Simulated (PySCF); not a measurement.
How methods differ on the ionisation energy of Sb³⁰⁺

Sb³⁰⁺ [Ar] 3d3 (4F) → Sb³¹⁺ [Ar] 3d2 (3F), as a difference of total energies. All numbers are calculated (PySCF 2.14, the spin-free X2C one-electron Hamiltonian (Gaussian nucleus), in an uncontracted even-tempered set (18 s from 4.1 bohr⁻², ratio 2.5; 12 p from 5.4 bohr⁻², ratio 2.5; 8 d from 5.4 bohr⁻², ratio 2.5; 4 f from 20 bohr⁻², ratio 2.7; 3 g from 31 bohr⁻², ratio 2.7)). Correlated levels: outer shells: [Ne] frozen; virtual orbitals above 40 to 60 times the deepest correlated orbital energy dropped. The calculations carry no spin-orbit coupling.

```json
{"method": "UHF", "ionisation energy (eV)": "1779.7"}
{"method": "LDA", "ionisation energy (eV)": "1779.8"}
{"method": "PBE", "ionisation energy (eV)": "1779.6"}
{"method": "PBE0", "ionisation energy (eV)": "1780.1"}
{"method": "r2SCAN", "ionisation energy (eV)": "1781.1"}
{"method": "B2PLYP", "ionisation energy (eV)": "1780.1"}
{"method": "revPBE", "ionisation energy (eV)": "1779.6"}
{"method": "MP2 (outer shells)", "ionisation energy (eV)": "1779.9"}
{"method": "SCS-MP2 (outer shells)", "ionisation energy (eV)": "1779.6"}
```

A first-order spin-orbit estimate (lowest level to lowest level, LS coupling) adds -0.275 eV.

Breit and QED terms and the two-electron picture change are absent.

For comparison: 1781 ± 4 eV (theoretical estimate listed by NIST; NIST Atomic Spectra Database, ionization energies).
